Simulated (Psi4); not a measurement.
C₂H₈ClNSi (SMILES CNC[SiH2]Cl), singlet, geometry from GFN2-xTB; Psi4 with SVWN/6-31G.

Input for Psi4:
```
memory 2 GB

molecule mol {
0 1
C     2.862640    0.362066    0.777918
N     1.418761    0.253243    0.771222
C     0.815704    0.758743   -0.450967
Si   -1.082366    0.634187   -0.341854
Cl   -1.575075   -1.317600   -0.190191
H     3.247286   -0.060720    1.704407
H     3.132297    1.418391    0.738038
H     3.343984   -0.147617   -0.071523
H     1.154637   -0.718927    0.903111
H     1.106595    1.808568   -0.545704
H     1.204185    0.249529   -1.351510
H    -1.571007    1.319180    0.848117
H    -1.689972    1.154633   -1.566005
}

set {
  basis 6-31g
  reference rks
  level_shift 0.3
}

energy('svwn')
print_variables()
```

The log (banner, timings and long lists left out):

```
   => Loading Basis Set <=

    Name: 6-31G
    Role: ORBITAL
    Keyword: BASIS

         ---------------------------------------------------------
                                   SCF
               by Justin Turney, Rob Parrish, Andy Simmonett
                          and Daniel G. A. Smith
                              RKS Reference
         ---------------------------------------------------------

  ==> Geometry <==

    Molecular point group: c1
    Full point group: C1

    Geometry (in Angstrom), charge = 0, multiplicity = 1:

       Center              X                  Y                   Z               Mass
    ------------   -----------------  -----------------  -----------------  -----------------
         C            2.966730020864     0.419620743917     0.785511765439    12.000000000000
         N            1.522851020864     0.310797743917     0.778815765439    14.003074004430
         C            0.919794020864     0.816297743917    -0.443373234561    12.000000000000
         SI          -0.978275979136     0.691741743917    -0.334260234561    27.976926534650
         CL          -1.470984979136    -1.260045256083    -0.182597234561    34.968852682000
         H            3.351376020864    -0.003165256083     1.712000765439     1.007825032230
         H            3.236387020864     1.475945743917     0.745631765439     1.007825032230
         H            3.448074020864    -0.090062256083    -0.063929234561     1.007825032230
         H            1.258727020864    -0.661372256083     0.910704765439     1.007825032230
         H            1.210685020864     1.866122743917    -0.538110234561     1.007825032230
         H            1.308275020864     0.307083743917    -1.343916234561     1.007825032230
         H           -1.466916979136     1.376734743917     0.855710765439     1.007825032230
         H           -1.585881979136     1.212187743917    -1.558411234561     1.007825032230

  Running in c1 symmetry.

  Rotational constants: A =      0.20588  B =      0.04863  C =      0.04173 [cm^-1]
  Rotational constants: A =   6172.18167  B =   1457.77115  C =   1251.09069 [MHz]
  Nuclear repulsion =  289.110035093660940

  Charge       = 0
  Multiplicity = 1
  Electrons    = 58
  Nalpha       = 29
  Nbeta        = 29

  ==> Algorithm <==

  SCF Algorithm Type is DF.
  DIIS enabled.
  MOM disabled.
  Fractional occupation disabled.
  Guess Type is SAD.
  Energy threshold   = 1.00e-06
  Density threshold  = 1.00e-06
  Integral threshold = 1.00e-12

  ==> Primary Basis <==

  Basis Set: 6-31G
    Blend: 6-31G
    Number of shells: 45
    Number of basis functions: 69
    Number of Cartesian functions: 69
    Spherical Harmonics?: false
    Max angular momentum: 1

  ==> DFT Potential <==

   => LibXC <=

    Version 7.1.2
    S. Lehtola, C. Steigemann, M. J. T. Oliveira, and M. A. L. Marques,  SoftwareX 7, 1–5 (2018) (10.1016/j.softx.2017.11.002)

   => Composite Functional: SVWN <=

    Slater exchange
    Vosko, Wilk & Nusair (VWN5_RPA)
    P. A. M. Dirac,  Math. Proc. Cambridge Philos. Soc. 26, 376 (1930) (10.1017/S0305004100016108)
    F. Bloch,  Z. Phys. 57, 545 (1929) (10.1007/BF01340281)
    S. H. Vosko, L. Wilk, and M. Nusair,  Can. J. Phys. 58, 1200 (1980) (10.1139/p80-159)

    Deriv               =              1
    GGA                 =          FALSE
    Meta                =          FALSE

    Exchange Hybrid     =          FALSE
    MP2 Hybrid          =          FALSE

   => Exchange Functionals <=

    1.0000         XC_LDA_X

   => Correlation Functionals <=

    1.0000   XC_LDA_C_VWN_RPA

   => LibXC Density Thresholds  <==

    XC_LDA_C_VWN_RPA:  1.00E-15
    XC_LDA_X:  1.00E-15

   => Molecular Quadrature <=

    Radial Scheme          =       TREUTLER
    Pruning Scheme         =           NONE
    Nuclear Scheme         =       TREUTLER

    Blocking Scheme        =         OCTREE
    BS radius alpha        =              1
    Pruning alpha          =              1
    Radial Points          =             75
    Spherical Points       =            302
    Total Points           =         277192
    Total Blocks           =           2096
    Max Points             =            256
    Max Functions          =             67
    Weights Tolerance      =       1.00E-15

   => Loading Basis Set <=

    Name: (6-31G AUX)
    Role: JKFIT
    Keyword: DF_BASIS_SCF

  ==> Integral Setup <==

  SCF_SUBTYPE=INCORE selected. In-core MEM_DF algorithm will be used.
  Using in-core AOs.

  ==> MemDFJK: Density-Fitted J/K Matrices <==

    J tasked:                   Yes
    K tasked:                    No
    wK tasked:                   No
    Algorithm:                 Core
    Schwarz Cutoff:           1E-12
    Mask sparsity (%):       4.3268
    Fitting Condition:        1E-10

   => Auxiliary Basis Set <=

  Basis Set: (6-31G AUX)
    Blend: CC-PVDZ-JKFIT
    Number of shells: 216
    Number of basis functions: 703
    Number of Cartesian functions: 703
    Spherical Harmonics?: false
    Max angular momentum: 3

  Minimum eigenvalue in the overlap matrix is 1.0755162737E-02.
  Reciprocal condition number of the overlap matrix is 2.0384358541E-03.
    Using symmetric orthogonalization.

  ==> Pre-Iterations <==

  SCF Guess: Superposition of Atomic Densities via on-the-fly atomic UHF (no occupation information).

   -------------------------
    Irrep   Nso     Nmo
   -------------------------
     A         69      69
   -------------------------
    Total      69      69
   -------------------------

  ==> Iterations <==

                           Total Energy        Delta E     RMS |[F,P]|

   @DF-RKS iter SAD:  -882.41488495424562   -8.82415e+02   0.00000e+00
   @DF-RKS iter   1:  -882.17209400227887    2.42791e-01   1.34947e-02 ADIIS/DIIS/SHIFT
   @DF-RKS iter   2:  -882.34625127305696   -1.74157e-01   1.13160e-02 ADIIS/DIIS/SHIFT
   @DF-RKS iter   3:  -882.61296481117051   -2.66714e-01   3.15748e-03 ADIIS/DIIS
   @DF-RKS iter   4:  -882.63828838611960   -2.53236e-02   7.46943e-04 ADIIS/DIIS
   @DF-RKS iter   5:  -882.63958835077597   -1.29996e-03   2.05274e-04 ADIIS/DIIS
   @DF-RKS iter   6:  -882.63969660534110   -1.08255e-04   5.60155e-05 DIIS
   @DF-RKS iter   7:  -882.63970463578949   -8.03045e-06   1.58546e-05 DIIS
   @DF-RKS iter   8:  -882.63970543698099   -8.01192e-07   1.67781e-06 DIIS
   @DF-RKS iter   9:  -882.63970544707558   -1.00946e-08   4.73833e-07 DIIS
  Energy and wave function converged.

  ==> Post-Iterations <==

   Electrons on quadrature grid:
      Ntotal   =   57.9999963400 ; deviation = -3.660e-06

    Orbital Energies [Eh]
    ---------------------

    Doubly Occupied:

       1A   -100.301556     2A    -65.161182     3A    -13.877510
       4A     -9.825097     5A     -9.811292     6A     -9.150249
       7A     -7.009220     8A     -6.999855     9A     -6.999318
      10A     -5.083992    11A     -3.527460    12A     -3.522190
      13A     -3.521881    14A     -0.856426    15A     -0.792106
      16A     -0.663513    17A     -0.595517    18A     -0.516571
      19A     -0.462772    20A     -0.432077    21A     -0.417938
      22A     -0.386171    23A     -0.369954    24A     -0.358237
      25A     -0.349328    26A     -0.338561    27A     -0.291865
      28A     -0.287786    29A     -0.192861

    Virtual:

      30A     -0.040542    31A      0.003835    32A      0.032547
      33A      0.053990    34A      0.059433    35A      0.072960
      36A      0.090900    37A      0.095722    38A      0.122250
      39A      0.125808    40A      0.153983    41A      0.171236
      42A      0.182581    43A      0.189750    44A      0.211328
      45A      0.284733    46A      0.384787    47A      0.409057
      48A      0.428861    49A      0.497856    50A      0.507186
      51A      0.531168    52A      0.538390    53A      0.598849
      54A      0.657027    55A      0.706385    56A      0.748056
      57A      0.758709    58A      0.816751    59A      0.861911
      60A      0.893762    61A      0.904379    62A      0.918340
      63A      0.935133    64A      0.959634    65A      1.001611
      66A      1.006669    67A      1.040480    68A      1.322786
      69A      1.566793

    Final Occupation by Irrep:
              A
    DOCC [    29 ]
    NA   [    29 ]
    NB   [    29 ]

  @DF-RKS Final Energy:  -882.63970544707558

   => Energetics <=

    Nuclear Repulsion Energy =            289.1100350936609402
    One-Electron Energy =               -1793.2414501817404471
    Two-Electron Energy =                 688.7105651552516292
    DFT Exchange-Correlation Energy =     -67.2188555142478208
    Empirical Dispersion Energy =           0.0000000000000000
    VV10 Nonlocal Energy =                  0.0000000000000000
    Total Energy =                       -882.6397054470755847

Computation Completed

Properties will be evaluated at   0.000000,   0.000000,   0.000000 [a0]

Properties computed using the SCF density matrix

 Multipole Moments:

 ------------------------------------------------------------------------------------
     Multipole            Electronic (a.u.)      Nuclear  (a.u.)        Total (a.u.)
 ------------------------------------------------------------------------------------

 L = 1.  Multiply by 2.5417464519 to convert [e a0] to [Debye]
 Dipole X            :        -10.7510841           11.4086890            0.6576048
 Dipole Y            :         -5.7726509            6.3082557            0.5356048
 Dipole Z            :         -1.1654520            0.8322853           -0.3331667
 Magnitude           :                                                    0.9112172

 ------------------------------------------------------------------------------------

  Variable Map:
  ----------------------------------------------------------------------------
  "CURRENT ENERGY"              =>    -882.639705447076
  "CURRENT REFERENCE ENERGY"    =>    -882.639705447076
  "DD SOLVATION ENERGY"         =>       0.000000000000
  "DFT FUNCTIONAL TOTAL ENERGY" =>    -882.639705447076
  "DFT TOTAL ENERGY"            =>    -882.639705447076
  "DFT VV10 ENERGY"             =>       0.000000000000
  "DFT XC ENERGY"               =>     -67.218855514248
  "GRID ELECTRONS ALPHA"        =>      28.999998169980
  "GRID ELECTRONS BETA"         =>      28.999998169980
  "GRID ELECTRONS TOTAL"        =>      57.999996339959
  "NUCLEAR REPULSION ENERGY"    =>     289.110035093661
  "ONE-ELECTRON ENERGY"         =>   -1793.241450181740
  "PCM POLARIZATION ENERGY"     =>       0.000000000000
  "PE ENERGY"                   =>       0.000000000000
  "SCF ITERATION ENERGY"        =>    -882.639705447076
  "SCF ITERATIONS"              =>       9.000000000000
  "SCF TOTAL ENERGY"            =>    -882.639705447076
  "TWO-ELECTRON ENERGY"         =>     688.710565155252
  "XC GRID RADIAL POINTS"       =>      75.000000000000
  "XC GRID SPHERICAL POINTS"    =>     302.000000000000
  "XC GRID TOTAL POINTS"        =>  277192.000000000000

  Array Variable Map:
  ----------------------------------------------------------------------------
  "CURRENT DIPOLE"              =>       0.657604846759 ... -0.333166746418 1 by 3
  "SCF DIPOLE"                  =>       0.657604846759 ... -0.333166746418 1 by 3
  "SCF TOTAL ENERGIES"          =>    -882.414884954246 ... -882.639705447076 1 by 10
```
